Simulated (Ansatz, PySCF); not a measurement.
CH₃BrCdS, SMILES C[S][Cd][Br]. Atoms are numbered in the order given.

```xyz
7

Cd     0.3086     0.3020     0.0000
Br     1.0260     2.6342     0.0000
S     -0.3604    -1.9626     0.0000
C     -2.2002    -1.8271     0.0000
H     -2.5783    -1.3218     0.8992
H     -2.5752    -2.8607     0.0000
H     -2.5783    -1.3218    -0.8992
```

Geometry: B3LYP-D3(BJ)/def2-SVP. The structure was generated by enumeration; whether it is a known compound was not checked. The def2 effective core potentials stand for the cores of Cd; spin–orbit coupling is left out. One conformer was computed; it need not be the lowest.

Two levels are set side by side: PBE-D3(BJ)/def2-SVP (Ansatz, a program for electronic structure) and B3LYP-D3(BJ)/def2-SVP (Ansatz). Each level has its own optimised geometry; the coordinates shown are those of the second. Frequencies come from the Hessian of PySCF at each geometry. Differences are taken from unrounded values.

| quantity | B3LYP-D3(BJ) |
|---|---|
| mean bond length (Å) | 1.657 |
| bond Cd1–Br2 (Å) | 2.440 |
| bond Cd1–S3 (Å) | 2.361 |
| bond S3–C4 (Å) | 1.845 |
| bond C4–H5 (Å) | 1.099 |
| bond C4–H6 (Å) | 1.099 |
| bond C4–H7 (Å) | 1.099 |
| highest harmonic wavenumber (cm⁻¹) | 3149 |
| mean harmonic wavenumber (cm⁻¹) | 1148 |
| zero-point energy (kcal/mol) | 24.63 |

### Question
What does PBE-D3(BJ) give, and how far is it from B3LYP-D3(BJ)? (The exact figures need the calculation; the answer reports its results.)

### Answer

| quantity | PBE-D3(BJ) | PBE-D3(BJ) minus B3LYP-D3(BJ) |
|---|---|---|
| mean bond length (Å) | 1.659 | 0.002 |
| bond Cd1–Br2 (Å) | 2.435 | -0.005 |
| bond Cd1–S3 (Å) | 2.356 | -0.005 |
| bond S3–C4 (Å) | 1.843 | -0.002 |
| bond C4–H5 (Å) | 1.107 | 0.008 |
| bond C4–H6 (Å) | 1.108 | 0.008 |
| bond C4–H7 (Å) | 1.107 | 0.008 |
| highest harmonic wavenumber (cm⁻¹) | 3091 | -58 |
| mean harmonic wavenumber (cm⁻¹) | 1120 | -28 |
| zero-point energy (kcal/mol) | 24.02 | -0.60 |
